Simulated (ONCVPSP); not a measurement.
What the settings do to the ONCV potential of osmium

Base potential:

ONCVPSP 4.0.1 input, shortened (lines: element, Z, core and valence counts, functional; n l f; lmax; l rc ep ncon nbas qcut; lloc lpopt rc5 dvloc0; l nproj debl; icmod fcfact rcfact), PBE, fully relativistic:

```
  Os 76.00   10    4        4      upf
    1    0    2.00
    2    0    2.00
    2    1    6.00
    3    0    2.00
    3    1    6.00
    3    2   10.00
    4    0    2.00
    4    1    6.00
    4    2   10.00
    4    3   14.00
    5    0    2.00
    5    1    6.00
    5    2    7.00
    6    0    1.00
    2
    0    1.60    0.00    4    7    5.70
    1    1.50    0.00    4    7    8.50
    2    1.60    0.00    4    7    5.00
    4    5    1.25    4.00
    0    2    0.60
    1    2    3.30
    2    2    0.90
    3    3.25    1.60
```

Open shells are filled in proportion to 2j + 1.

Cutoffs, loose and tight: the cutoffs (Ha) at which the residual kinetic energy of the hardest occupied pseudo-wave falls to 1 and 0.1 mHa per electron. They do not see the model core or the augmentation charge, which bear on the density cutoff. Test errors are all-electron minus pseudo excitation energies from the reference, over the configurations 5s2 5p6 5d6 6s2; 5s2 5p6 5d6 6s1; 5s2 5p6 5d6 6s0; 5s2 5p6 5d6 6s1.5. A dash means not determined; rows that change the core or the reference have their own tests.

A true bound ghost makes a file unfit for plane-wave use even where its test errors are small: the radial tests pick states by their node count and pass the ghost by.

```
     change    outcome  cutoff, loose  cutoff, tight  bound ghosts  GHOST(+) flags above zero  largest test error (meV)
       base  generated          28 Ha          60 Ha          none                       d3/2                      -9.4
d: qcut 3.7  generated          57 Ha          67 Ha    d5/2, d3/2                       none                      -9.5
d: qcut 4.3  generated          52 Ha          65 Ha    d5/2, d3/2                       none                      -9.5
d: qcut 5.1  generated          27 Ha          58 Ha          none                       none                      -9.4
  d: qcut 6  generated          27 Ha          46 Ha          none                       none                      -9.3
d: qcut 6.9  generated          27 Ha          46 Ha          none                       none                      -9.3
d: qcut 7.5  generated          27 Ha          46 Ha          none                       none                      -9.3
```

Task: What comes out with this change to the base: d: qcut 2.9?

Result: outcome: generated; cutoff, loose: 58 Ha; cutoff, tight: 68 Ha; bound ghosts: d5/2, d3/2; GHOST(+) flags above zero: none; largest test error (meV): -9.3.

Task: What comes out with this change to the base: d: qcut 5.4?

Result: outcome: generated; cutoff, loose: 27 Ha; cutoff, tight: 53 Ha; bound ghosts: none; GHOST(+) flags above zero: none; largest test error (meV): -9.3.

Reading the sweep of the qcut of the d channel (base included, trends over the rows without a ghost): The loose cutoff stays near 27 Ha. The median size of the test errors (rows with all tests solved) stays near 4.1 meV. Bound ghosts are found at 2.9, 3.7, 4.3 1/bohr.
